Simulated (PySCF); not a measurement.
Frontier levels across methods

C2H2BFO2.
SMILES with atom numbers: `[F:1][C:2]1=[CH:3][O:4][BH:5][O:6]1` (hydrogens: H7 on C3; H8 on B5)

Geometry (PBE0-D3(BJ)/def2-SVP, Å), atoms numbered from 1 in this order:
```
atom  x, y, z in Å
F1    -1.1526   -0.9215    1.7438
C2    -0.5061   -0.3820    0.7506
C3    -0.6442    0.8037    0.1413
O4     0.3018    0.8725   -0.8554
B5     0.9932   -0.3065   -0.8088
O6     0.4870   -1.1058    0.2053
H7    -1.3240    1.6344    0.3009
H8     1.8964   -0.6156   -1.5253
```

Basis pcSseg-2 throughout (PySCF), one geometry. Geometry: PBE0-D3(BJ)/def2-SVP; no solvent, vibrations or thermal averaging.

Question: How do the orbital energies, the gap and the dipole change with the method?

Answer: 
```csv
method,kind,HOMO (eV),LUMO (eV),gap (eV),μ (D),SCF cycles
BLYP,GGA,-5.80,-0.79,5.01,0.83,16
OPBE,GGA,-5.82,-0.71,5.11,0.76,16
B97-D,GGA,-5.84,-0.73,5.12,0.79,16
KT2,GGA,-5.89,-0.86,5.03,0.78,16
KT3,GGA,-5.89,-0.84,5.05,0.76,16
PBE,GGA,-5.91,-0.88,5.04,0.82,16
BP86,GGA,-6.00,-0.91,5.09,0.82,15
LDA,LDA,-6.16,-1.14,5.02,0.87,15
B97-2,global hybrid,-6.81,0.07,6.88,0.79,14
B3LYP,global hybrid,-6.90,-0.20,6.70,0.83,15
PBE0,global hybrid,-7.08,0.07,7.15,0.81,14
mPW1PW91,global hybrid,-7.10,0.06,7.16,0.81,13
BHandHLYP,global hybrid,-8.15,0.93,9.07,0.84,13
CAM-B3LYP,range-separated hybrid,-8.47,1.04,9.51,0.85,13
wB97X-D,range-separated hybrid,-8.91,1.88,10.80,0.81,14
HF,Hartree–Fock,-9.65,2.83,12.48,0.81,11
LC-wPBE,range-separated hybrid,-9.80,2.21,12.01,0.83,13
```

The HOMO spans 4.00 eV, from BLYP down to LC-wPBE, and the gap runs from 5.01 eV (BLYP) to 12.48 eV (HF). Over the methods BLYP (0 %), OPBE (0 %), B97-D (0 %), KT2 (0 %), KT3 (0 %), PBE (0 %), BP86 (0 %), LDA (0 %), B97-2 (21 %), B3LYP (20 %), PBE0 (25 %), mPW1PW91 (25 %), BHandHLYP (50 %), HF (100 %), a straight line through the gap against the share of exact exchange rises by 0.76 eV for each 10 % (correlation coefficient 0.998). The dipole ranges from 0.76 D (OPBE) to 0.87 D (LDA). This basis has no diffuse functions.
